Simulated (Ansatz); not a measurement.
Steps of a relaxation of F3H3SiSn, SMILES `F[Si](F)(F)[SnH3]` with RKS PBE-D4/def2-SVP.

```sh
$ ansatz run in.yaml --threads 4 --pin off --events-out ev --progress --plain --max-ram 10444MiB
```

```yaml
crystal:
  periodic: [false, false, false]
  atoms:
    - {symbol: F, position_ang: [0.515400, -1.736400, 1.680800]}
    - {symbol: Si, position_ang: [0.834300, -0.923100, 0.215200]}
    - {symbol: F, position_ang: [0.760400, -2.039400, -1.056900]}
    - {symbol: F, position_ang: [2.454600, -0.235700, 0.311200]}
    - {symbol: Sn, position_ang: [-0.841400, 0.890100, -0.238100]}
    - {symbol: H, position_ang: [-0.795700, 2.075500, 1.086400]}
    - {symbol: H, position_ang: [-0.429800, 1.698900, -1.725200]}
    - {symbol: H, position_ang: [-2.405600, 0.212900, -0.329300]}
basis:
  gaussian: {orbitals: def2-SVP}
hamiltonian: {xc: pbe, dispersion: d4}
relax: {f_tol: 0.03, max_steps: 200}
```

Positions (Å) and forces (eV/Å) along the path, 5 of 5 steps:

```xyz
8
step=1 energy=-21891.5993 eV
F     0.515   -1.736    1.681    0.586    0.958   -1.985
Si    0.834   -0.923    0.215    2.286   -1.004    0.611
F     0.760   -2.039   -1.057    0.321    1.149    1.584
F     2.455   -0.236    0.311   -2.882   -1.467   -0.174
Sn   -0.841    0.890   -0.238   -0.108    1.087    0.252
H    -0.796    2.075    1.086    0.005   -0.452   -0.471
H    -0.430    1.699   -1.725   -0.047   -0.167    0.213
H    -2.406    0.213   -0.329   -0.161   -0.105   -0.030
8
step=2 energy=-21891.9014 eV
F     0.544   -1.708    1.624    0.151    0.575   -1.137
Si    0.825   -0.931    0.173    1.693   -0.809    0.453
F     0.905   -2.133   -0.992   -0.159    1.155    0.995
F     2.399   -0.302    0.305   -1.823   -0.694   -0.223
Sn   -0.885    0.981   -0.213    0.006   -0.770   -0.416
H    -0.795    2.063    1.066    0.051    0.354    0.458
H    -0.451    1.716   -1.693    0.009    0.118   -0.145
H    -2.450    0.257   -0.325    0.072    0.071    0.015
8
step=3 energy=-21892.0774 eV
F     0.534   -1.689    1.600    0.060   -0.048    0.004
Si    0.847   -0.917    0.204   -0.122    0.094   -0.044
F     0.843   -2.033   -0.979    0.047   -0.020    0.039
F     2.354   -0.317    0.302    0.053   -0.060    0.017
Sn   -0.861    0.939   -0.231    0.101   -0.100    0.029
H    -0.770    2.047    1.082   -0.041    0.044   -0.010
H    -0.439    1.701   -1.713   -0.043    0.049   -0.021
H    -2.415    0.211   -0.322   -0.053    0.042   -0.014
8
step=4 energy=-21892.0762 eV rejected
F     0.571   -1.717    1.595   -0.100    0.036    0.072
Si    0.851   -0.920    0.208    0.219   -0.239    0.055
F     0.867   -2.046   -0.961   -0.082    0.012   -0.100
F     2.372   -0.360    0.311    0.023    0.127   -0.012
Sn   -0.850    0.929   -0.227   -0.170    0.182   -0.044
H    -0.807    2.077    1.062    0.025   -0.056   -0.024
H    -0.477    1.728   -1.712    0.018   -0.049    0.044
H    -2.435    0.251   -0.331    0.066   -0.012    0.010
8
step=5 energy=-21892.0825 eV
F     0.552   -1.704    1.600    0.005    0.003   -0.001
Si    0.852   -0.920    0.208    0.010   -0.016   -0.002
F     0.852   -2.038   -0.972    0.001    0.002    0.002
F     2.366   -0.337    0.308   -0.005   -0.004    0.003
Sn   -0.857    0.935   -0.230    0.014   -0.012    0.006
H    -0.788    2.060    1.071   -0.011    0.010   -0.005
H    -0.459    1.715   -1.713   -0.010    0.007    0.000
H    -2.426    0.232   -0.327   -0.004    0.010   -0.003
```

It took 6.5 s on 4 threads of an Arm Neoverse V2 on a shared host, with 0.14 GiB of host memory at the peak.
